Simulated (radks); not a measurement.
Neutral magnesium, [Ne] 3s2. Method: non-relativistic Kohn-Sham, LDA (Slater exchange, Perdew-Wang correlation), spin-polarised, spherical densities, point nucleus; computed with a radial shooting solver on a logarithmic mesh with Libxc functionals. Every spin shell is full or empty, so the densities are truly spherical. Functionals are evaluated on that one density, not self-consistently. Rank these orbital-free kinetic functionals by their error against the exact value of the orbitals, and give that value: Thomas-Fermi, TF + vW/9, TF + vW/5, APBEK, revAPBEK, Thakkar, Pearson, PG1, DePristo-Kress.

Answer. Exact: 198.540 hartree. From best to worst, with 100 (|E| - |E exact|)/|E exact| (equal figures are ties): Thakkar -0.08, DePristo-Kress -0.15, APBEK +0.17, revAPBEK +0.60, TF + vW/9 -0.61, Pearson -2.01, TF + vW/5 +5.27, Thomas-Fermi -7.95, PG1 +27.67.
